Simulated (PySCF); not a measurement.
MgBr⁺ at PBE0

Level: PBE0. basis Mg x2c-SVPall, Br x2c-SVPall; spin-free X2C with a Gaussian nucleus; PySCF 2.14.

```
state                                                                                                              : ¹Σ⁺ (singlet), closed shell
bond length                                                                                                        : 2.282 Å
harmonic wavenumber                                                                                                : 430 cm⁻¹
force constant                                                                                                     : 2.00 mdyn/Å
rotational constant Be                                                                                             : 0.1759 cm⁻¹
anharmonicity ωexe                                                                                                 : 1.34 cm⁻¹
vibration–rotation constant αe                                                                                     : 0.000809 cm⁻¹
well depth De to Mg⁺ + Br                                                                                          : 2.65 eV
dissociation energy D0                                                                                             : 2.62 eV
HOMO–LUMO gap                                                                                                      : 3.62 eV
bond order (Mayer)                                                                                                 : 1.45
dipole moment (positive dipole points towards Br; it is taken about the centre of mass and depends on that origin) : -11.89 D
```

For an ion De counts to the pair picked by the measured ionisation energies or electron affinities, which need not be the lowest pair at this level.
